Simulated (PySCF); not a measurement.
## How methods differ on the excitation energy of Hg

Hg [Xe] 4f14 5d10 6s2 (1S) → Hg [Xe] 4f14 5d10 6s1 7s1, s spin flipped, as a difference of total energies. Calculation: PySCF 2.14, in aug-cc-pVTZ-PP with ECP60MDF; a scalar-relativistic core potential. Correlated levels: valence: 5s2 5p6 frozen. The calculations carry no spin-orbit coupling.

| method | excitation energy (eV) |
| --- | --- |
| UHF | 0.000 |
| MP2 (valence) | 0.000 |
| SCS-MP2 (valence) | 0.000 |

The upper determinant mixes two multiplicities, so it lies between the two terms.

The promoted electron is Rydberg-like, and one or two diffuse shells describe it only roughly, which tends to raise the upper state.
